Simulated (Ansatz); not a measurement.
Be3⁻. Charge -1, multiplicity 4. Geometry B3LYP/def2-TZVPD; atoms count from 1.

```xyz
3

Be   -0.2192   -0.1061    1.2113
Be    0.5201   -0.8488   -0.7311
Be   -0.3009    0.9549   -0.4802
```

At PBE0/def2-TZVPD a doublet of charge -1 lies 0.44 eV below the quartet, each at its own geometry. That doublet is doubtful there (⟨S²⟩ 1.18, where a pure state has 0.75). The structure comes from a short search, and lower isomers may exist.

(1) Estimate the Mulliken populations from the PBE0/def2-TZVPD orbitals of Ansatz.

(2) Where does the spin sit?

(3) And the Mayer bond orders between bonded heavy atoms (over 0.3)?

## Answers

(1) 
```csv
atom,charge (e),spin (α − β)
Be1,-0.29,0.95
Be2,-0.29,0.95
Be3,-0.41,1.09
```
Mulliken values and Mayer orders depend strongly on the basis. With diffuse functions, as here, like atoms can get unlike values, and bond orders can come out too low or too high.

(2) Summed by element: Be 3.00, of 3 unpaired in all. Largest on single atoms: Be3 1.09, Be2 0.95, Be1 0.95.

(3) Be1–Be2 1.03 (2.21 Å); Be1–Be3 1.39 (2.00 Å); Be2–Be3 1.39 (2.00 Å).
